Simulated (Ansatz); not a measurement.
`[SH][Ge][Br]` and `[SH][GeH]` differ in one atom or group.

Ansatz, PBE0-D4/def2-TZVP geometries, multiplicity 1. Each molecule was computed in one conformer, which needn't be the lowest.

Scalar relativity is left out up to krypton. Spin–orbit coupling is left out; it splits and shifts lone-pair levels of the heavy atoms by tenths of an eV.

| property | `[SH][Ge][Br]` |
| --- | --- |
| LUMO energy (ωB97M-V/def2-TZVPP) / eV | -0.88 |
| HOMO energy (PBE0/def2-TZVPP) / eV | -7.50 |
| HOMO–LUMO gap (PBE0/def2-TZVPP) / eV | 4.71 |
| size of the dipole moment (ωB97M-V/def2-TZVPP) / D | 1.10 |
| LUMO energy (PBE0/def2-TZVPP) / eV | -2.79 |
| HOMO–LUMO gap (B3LYP/def2-TZVPP) / eV | 4.32 |

(1) What does the change do to each property? (Estimate.)

## Answers

(1) Computed: 
| property | `[SH][GeH]` | shift |
| --- | --- | --- |
| LUMO energy (ωB97M-V/def2-TZVPP) / eV | -0.63 | 0.25 |
| HOMO energy (PBE0/def2-TZVPP) / eV | -7.12 | 0.38 |
| HOMO–LUMO gap (PBE0/def2-TZVPP) / eV | 4.53 | -0.18 |
| size of the dipole moment (ωB97M-V/def2-TZVPP) / D | 0.97 | -0.13 |
| LUMO energy (PBE0/def2-TZVPP) / eV | -2.58 | 0.21 |
| HOMO–LUMO gap (B3LYP/def2-TZVPP) / eV | 4.16 | -0.16 |

With PBE0 the HOMO rises by 0.38 eV and the LUMO rises by 0.21 eV, so the gap narrows by about 0.17 eV. PBE moves the HOMO by 0.38 eV and ωB97M-V by 0.29 eV. Dipoles are sizes alone; their direction can turn.

B3LYP here is the variant with VWN-RPA as its local correlation; programs differ in this.
